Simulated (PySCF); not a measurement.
Structure from NMR data

Molecular formula: C₄H₁₁NO₃Si₂. Simulated spectra:

¹H NMR (600 MHz, computed): δ 7.92 (d, 1H), 5.18 (d, 1H), 5.13 (s, 2H), 5.00 (s, 3H), 2.74 (s, 3H), 1.20 (br s, 1H).

¹³C{¹H} NMR (computed): δ 173.1 (C), 170.2 (CH), 105.9 (CH), 29.1 (CH3).

Theoretical values (PySCF 2.14): σ from GIAO-PBE0/pcSseg-1, coordinates at the GFN2-xTB level. One averaged value for each set of equivalent atoms, no solvent model, a single conformation, no relativistic terms.

Referencing at the same level of theory: ¹H and ¹³C against TMS.

Deduce the structure.

## Answers


1. The formula gives 2 degrees of unsaturation (no ring in the answer).
2. 4 carbon signals for 4 carbons: no two carbons are equivalent.
3. Carbon types of the structure: 1 × C, 2 × CH, 1 × CH3, leaving 6 H on heteroatoms.
4. δC 173.1: carbonyl carbon.
5. δC 170.2: alkene carbon bearing oxygen; an sp2 carbon further deshielded by the attached heteroatom.
6. δC 105.9: β carbon of an enol-ether or enamine type C=C; the O or N lone pair pushes π density onto this β carbon and shields it.
7. δH 7.92: hydrogen on an alkene carbon bearing oxygen; attached to an sp2 carbon and in the plane of the double bond.
8. δH 5.18: hydrogen on a β carbon of an enol-ether or enamine type C=C; olefinic region.
9. δH 2.74: hydrogen on a methyl carbon bonded to N; its carbon carries N, which withdraws density.
10. δH 1.20: hydrogen on a nitrogen bonded to C, Si; exchangeable; this is the value without hydrogen bonding to other molecules.

These data were computed for `CN[SiH2]OC(=O)/C=C/O[SiH3]`.

The data come from this structure; uniqueness wasn't tested.

The OH or NH signal is concentration- and solvent-dependent in practice; the value given is the gas-phase one. Shifts are as computed. Against solution values, carbons near 30 ppm lie about +3 ppm off and those near 130 ppm about +5 ppm. Of 1309 compounds with measured shifts, 239 miss one by over three times the rms of a fit or turn the order of signals round; such compounds aren't used in these exercises. No couplings were computed; multiplicities are counted from neighbouring protons, with m where these are inequivalent, close in shift, in a saturated or five-membered ring or joined by F or P, and br s for small geminal =CH2 splittings.
